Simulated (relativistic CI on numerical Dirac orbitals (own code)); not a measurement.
Dy33+: computed level list

Computed by Dirac-Coulomb-Breit CI, orbitals from a KLI potential per configuration, a model potential for QED, unscaled Slater integrals (own radial code, finite nucleus).

CI space (outside the closed core [Ar] 3d10): 4s²4p³, 4s4p⁴, 4s²4p²4d, 4p⁵, 4s4p³4d, 4s²4p²4f, 4s4p³4f, 4p⁴4d, 4s4p²4d², 4s²4p4d4f, 4p⁴4f, 4p³4d4f, 4s²4p²5s, 4s4p²4f², 4p⁴5s, 4s²4p²5p, 4s4p²4d5s, 4s²4p4f5s, 4s4p³5s, 4s²4p²5d, 4s4p³5p, 4s²4p²5f, 4s²4p²5g, 4s4p³5d, 4p³4f5s, 4s4p³5f, 4s²4p²6s, 4s²4p4d², 4s²4d³, 4s4p4d³, 4s²4d²4f, 4s4p4d²4f, 4s²4d²5s, 4p³4d², 4p²4d³, 4p²4d²4f, 4p²4d²5s, 4s²4p4f², 4s²4d4f², 4s4p4d4f², 4s²4f³, 4s4p4f³, 4s²4f²5s, 4p³4f², 4p²4d4f², 4p²4f³, 4p²4f²5s, 4s4p²4d4f, 4s4p4d4f5s, 4s²4p4d5s, 4s4p4d²5s, 4s²4d4f5s, 4s²4d5s², 4p³4d5s, 4p²4d4f5s, 4p²4d5s², 4s4p²4f5s, 4s4p4f²5s, 4s4p4f5s², 4s²4p5s², 4s4p4d5s², 4s²4f5s². Double excitations out of closed p, d and f shells are left out; levels of such configurations are missing from the list, as are those of other unlisted configurations, and high levels can miss mixing partners. These lack a partner that the ground configuration has and come out too high: 4s²4p²5p, 4s²4p²5d, 4s4p³5p, 4s²4p²5f, 4s²4p²5g.

The lowest level is 4s²4p³ ²P°3/2, with 44 % of that term; Hund's rules for 4s²4p³ give ⁴S° with J = 3/2, of which the calculation keeps J, while another term leads.

```tsv
No.	Configuration	Term	J	E (cm⁻¹)	%	Next component (%)	Lifetime (s)	jj configuration (%)
1	4s²4p³	²P°	3/2	0	44	29 ⁴S°		4p3/2 (98)
2	4s²4p³	⁴S°	3/2	369699	53	45 ²D°	9.86e-07	4p1/2 4p3/2^2 (98)
3	4s²4p³	²D°	5/2	407832	99	1 4s4p³4d ²D°	4.91e-06	4p1/2 4p3/2^2 (99)
4	4s²4p³	²P°	1/2	455448	98	1 4s²4p4d² ²P°	1.29e-06	4p1/2 4p3/2^2 (98)
5	4s²4p³	²P°	3/2	831330	53	28 ²D°	4.58e-07	4p3/2^3 (98)
6	4s4p⁴	⁴P	5/2	982639	68	20 ²D	5.54e-11	4s 4p3/2^2 (87)
7	4s²4p²4d	²D	3/2	1002378	30	30 ⁴F	3.66e-10	4p1/2^2 4d3/2 (82)
8	4s4p⁴	²S	1/2	1101429	51	37 ⁴P	8.78e-12	4s 4p3/2^2 (89)
9	4s4p⁴	²D	3/2	1129117	28	25 ²P	4.43e-12	4s 4p3/2^2 (70)
10	4s²4p²4d	⁴D	5/2	1159881	25	24 ⁴F	6.14e-12	4p1/2^2 4d5/2 (84)
11	4s4p⁴	⁴P	3/2	1362928	33	19 ²D	3.16e-11	4s 4p1/2 4p3/2^3 (51)
12	4s²4p²4d	⁴F	5/2	1377929	39	37 ²F	5.64e-10	4p1/2 4p3/2 4d3/2 (87)
13	4s²4p²4d	⁴D	1/2	1379696	70	17 ²P	1.06e-10	4p1/2 4p3/2 4d3/2 (91)
14	4s²4p²4d	²P	3/2	1383982	35	24 4s4p⁴ ⁴P	5.87e-11	4p1/2 4p3/2 4d3/2 (51)
15	4s²4p²4d	²G	7/2	1418606	40	28 ⁴F	1.75e-08	4p1/2 4p3/2 4d3/2 (91)
16	4s4p⁴	²D	5/2	1424390	43	21 4s²4p²4d ²F	4.38e-11	4s 4p1/2 4p3/2^3 (57)
17	4s²4p²4d	⁴D	7/2	1468584	47	35 ⁴F	2.53e-09	4p1/2 4p3/2 4d5/2 (98)
18	4s4p⁴	²P	1/2	1496846	30	21 4s²4p²4d ²P	2.39e-12	4s 4p1/2 4p3/2^3 (44)
19	4s²4p²4d	²G	9/2	1509713	55	44 ⁴F	5.05e-05	4p1/2 4p3/2 4d5/2 (98)
20	4s²4p²4d	⁴P	5/2	1518050	37	22 ²D	1.36e-12	4p1/2 4p3/2 4d3/2 (55)
21	4s4p⁴	²P	3/2	1521464	28	22 4s²4p²4d ⁴P	1.20e-12	4p1/2 4p3/2 4d3/2 (52)
22	4s²4p²4d	⁴D	3/2	1531906	39	25 ²P	2.35e-12	4p1/2 4p3/2 4d5/2 (46)
23	4s²4p²4d	²S	1/2	1566185	36	26 ⁴P	1.33e-12	4p1/2 4p3/2 4d3/2 (59)
24	4s²4p²4d	⁴D	5/2	1577211	38	25 ²F	2.15e-12	4p1/2 4p3/2 4d5/2 (45)
25	4s²4p²4d	²F	7/2	1597844	39	35 ²G	4.05e-12	4p1/2 4p3/2 4d5/2 (82)
26	4s²4p²4d	²P	3/2	1602536	42	23 4s4p⁴ ²P	1.79e-12	4p1/2 4p3/2 4d5/2 (51)
27	4s²4p²4d	²D	5/2	1629870	50	23 ²F	1.46e-12	4p1/2 4p3/2 4d5/2 (78)
28	4s²4p²4d	²D	3/2	1640698	61	10 ⁴F	2.93e-12	4p1/2 4p3/2 4d5/2 (63)
29	4s²4p²4d	²P	1/2	1676956	63	13 ²S	1.65e-12	4p1/2 4p3/2 4d5/2 (69)
30	4s²4p²4d	²S	1/2	1851229	24	21 4s4p⁴ ²P	7.26e-12	4s 4p3/2^4 (45)
31	4s²4p²4d	²F	7/2	1887803	46	41 ⁴D	1.91e-11	4p3/2^2 4d5/2 (93)
32	4s²4p²4d	²P	1/2	1890033	53	27 ⁴P	1.47e-12	4p3/2^2 4d3/2 (73)
33	4s²4p²4d	²D	3/2	1894640	36	26 ⁴P	1.09e-12	4p3/2^2 4d3/2 (87)
34	4s²4p²4d	²D	5/2	1899852	30	22 ²F	1.20e-12	4p3/2^2 4d3/2 (80)
35	4s²4p²4d	⁴F	9/2	1901231	55	43 ²G	8.17e-07	4p3/2^2 4d5/2 (97)
36	4s²4p²4d	²F	7/2	1928615	68	22 ²G	1.20e-12	4p3/2^2 4d3/2 (84)
37	4s²4p²4d	²D	3/2	1972393	60	22 ²P	1.30e-12	4p3/2^2 4d3/2 (80)
38	4s4p³4d	⁶D°	5/2	1990924	31	27 ⁴D°	4.63e-11	4s 4p3/2 4d3/2 (88)
39	4s4p³4d	⁶D°	1/2	1994830	46	38 ⁴P°	5.79e-11	4s 4p3/2 4d3/2 (89)
40	4s²4p²4d	²D	5/2	1994928	79	13 ⁴D	4.17e-10	4p3/2^2 4d5/2 (97)
41	4s4p³4d	⁶D°	3/2	1995172	38	20 ⁴D°	3.31e-11	4s 4p3/2 4d3/2 (89)
42	4s4p³4d	⁶D°	7/2	2008328	32	24 ⁴F°	9.12e-11	4s 4p3/2 4d3/2 (73)
43	4s²4p²4d	²D	3/2	2065020	48	35 ²P	1.71e-12	4p3/2^2 4d5/2 (84)
44	4s4p³4d	⁴F°	3/2	2067500	30	20 ²D°	9.90e-12	4s 4p3/2 4d3/2 (69)
45	4s4p³4d	⁶D°	9/2	2071914	44	40 ⁴F°	8.40e-11	4s 4p3/2 4d5/2 (91)
```

Energies count from the lowest computed level; ° marks odd parity; lifetimes are radiative, by E1, M1, E2, M2, E3 decay to levels of this space only. Filled j subshells are mostly left out of the jj labels.

The mean weight of the leading LS term, summed over parents, in these 45 levels is 47 %, and that of the leading jj configuration (from the same eigenvectors) 78 %, so jj coupling describes them better and the LS labels are nominal.

At this charge energies of transitions that change n are usually good to better than 1 %, and those within a shell (Δn = 0) to a few per cent.

LS names give the leading component of a level, which can be under half, so a name can repeat, a term be missing and a line seem to break the LS rules.
